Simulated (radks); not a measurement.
Species: Au2+. Configuration: [Xe] 4f14 5d9. All-electron calculation, scalar-relativistic Kohn-Sham, LDA (Slater exchange, Perdew-Wang correlation), spin-polarised, spherical densities, finite nucleus; open shells are filled with parallel spins first (spin-orbit coupling, left out, can overturn this in heavy ions); Fermi nuclear charge, rms radius 5.4371 fm. Program: a radial shooting solver on a logarithmic mesh with Libxc functionals.

Local quantities along the radius. ELF = 1/(1 + alpha^2) is the electron localisation function; alpha = (tau - tau_W)/tau_unif compares the Pauli kinetic energy density with that of the uniform gas (summed over spins). tau is taken from the large components.

r (bohr),ELF,alpha
0.0007357,1.000,0.02158
0.0009734,0.999,0.02271
0.001298,0.999,0.02459
0.001732,0.999,0.02753
0.002291,0.999,0.03202
0.003056,0.998,0.03943
0.004076,0.997,0.05196
0.005393,0.995,0.07372
0.007192,0.986,0.1172
0.009593,0.958,0.2105
0.01269,0.852,0.4167
0.01693,0.573,0.8637
0.02258,0.345,1.378
0.02988,0.405,1.213
0.03985,0.650,0.7333
0.05315,0.739,0.5949
0.07032,0.552,0.9009
0.09379,0.348,1.369
0.1251,0.577,0.8561
0.1655,0.711,0.6368
0.2208,0.387,1.258
0.2921,0.376,1.289
0.3896,0.705,0.6468
0.5196,0.600,0.8171
0.6875,0.322,1.452
0.9169,0.522,0.9565
1.223,0.655,0.7252
1.618,0.483,1.034
2.158,0.228,1.840
2.879,0.058,4.013
3.809,0.006,12.74
5.08,0.000,76.32

On this mesh the ELF has minima near r = 0.026, 0.094, 0.25, 0.69 bohr, which separate the shells, and maxima near 0.053 (0.74), 0.17 (0.71), 0.39 (0.71), 1.2 (0.66).
